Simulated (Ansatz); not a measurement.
Geometry optimisation, RKS PBE-D4/def2-SVP in Ansatz 0.2.0.

Input:

```yaml
crystal:
  periodic: [false, false, false]
  atoms:
    - { symbol: W, position_ang: [0.0, 0.0, 0.0] }
    - { symbol: Cl, position_ang: [0.0, 0.0, 2.74] }
    - { symbol: O, position_ang: [1.94, 0.0, 0.0] }
    - { symbol: H, position_ang: [2.2771, -0.9519, -0.0197] }
    - { symbol: H, position_ang: [0.0, 1.72, 0.0] }
    - { symbol: H, position_ang: [-1.72, 0.0, 0.0] }
    - { symbol: H, position_ang: [0.0, -1.72, 0.0] }
    - { symbol: H, position_ang: [0.0, 0.0, -1.72] }
    - { symbol: O, position_ang: [1.4721, 1.5335, 0.7063] }
    - { symbol: H, position_ang: [2.2027, 1.0805, 1.2365] }
    - { symbol: H, position_ang: [1.039, 1.0824, 1.9242] }
basis:
  gaussian: { orbitals: def2-SVP }
hamiltonian:
  xc: pbe
  dispersion: d4
relax:
  f_tol: 0.15
  max_steps: 25
  restrain:
    - { distance: [0, 8], at: 3.14, k: 30.0 }
    - { distance: [10, 1], at: 2.57, k: 30.0 }
    - { distance: [0, 1], at: 2.39, k: 30.0 }
    - { distance: [10, 8], at: 1.01, k: 30.0 }
output:
  orbitals: {}
```

Run as:

```bash
$ ansatz run input.yaml --threads 2 --pin off --max-ram 3072MiB --backend cpu --events-out ev --progress --plain --runs-dir out
```

**Question.** Where does it end, and by what steps?

**Answer.** It converged. The restraints hold the end off the free minimum; the threshold counts their pulls, which the force column leaves out. Restrained pairs: W1–O9 (2.24 → 3.12 Å), Cl2–H11 (1.71 → 2.57 Å), W1–Cl2 (2.74 → 2.37 Å), O9–H11 (1.37 → 0.99 Å). After 15 steps the energy has fallen by 9.285 eV (the restraints' own energy left out); O9 moved furthest, 1.10 Å. The start is strongly strained (largest force component 10 eV/Å), so its close contacts needn't be bonds.

| step | energy less start (eV) | largest force component (eV/Å) | accepted |
| --- | --- | --- | --- |
| 0 | 0.0000 | 10.395 | yes |
| 1 | -1.6670 | 6.268 | yes |
| 2 | -3.3511 | 4.883 | yes |
| 3 | -4.6841 | 3.951 | yes |
| 4 | -6.1408 | 2.880 | yes |
| 5 | -7.2702 | 3.216 | yes |
| 6 | -8.1458 | 2.788 | yes |
| 7 | -8.6381 | 2.178 | yes |
| 8 | -8.8426 | 2.858 | yes |
| 9 | -9.0608 | 1.621 | yes |
| 10 | -9.1555 | 0.950 | yes |
| 11 | -9.2183 | 0.660 | yes |
| 12 | -9.2588 | 0.888 | yes |
| 13 | -9.2576 | 0.602 | no |
| 14 | -9.2833 | 0.706 | yes |
| 15 | -9.2847 | 0.790 | yes |

```xyz
11
Properties=species:S:1:pos:R:3
W 0.095 -0.014 0.140
Cl -0.610 0.225 2.392
O 1.909 -0.541 -0.065
H 2.171 -1.403 -0.439
H -0.092 1.422 -0.746
H -1.309 -0.937 0.225
H -0.030 -1.426 -0.750
H -0.897 -0.013 -1.224
O 1.902 2.124 1.529
H 2.656 1.505 1.473
H 1.416 1.804 2.332
```

Run time: 52 s on 2 threads of Arm Neoverse V1, with other jobs on the host, peak memory 0.17 GiB.
